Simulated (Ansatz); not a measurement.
Ag₂I⁺. Charge 1, multiplicity 1. Geometry relaxed at PBE-D4/def2-TZVP.

Cartesian coordinates in Å:
```
Ag -0.579 -0.173 -1.964
Ag 0.308 -0.949 1.796
I 0.271 1.122 0.168
```

In the def2 sets Ag, I take a core potential; there is no spin–orbit coupling. The structure comes from a short search, and lower isomers may exist.

(1) Estimate the harmonic wavenumbers at RKS PBE-D4/def2-TZVP (Ansatz, unscaled). Is this a minimum?

Results:

(1) 29, 167, 169 cm⁻¹. Yes, no mode is imaginary beyond noise. Zero-point energy 2.2 kJ/mol. Hardware: 4 threads of Arm Neoverse N1 on a shared host. Wall time 11 s.
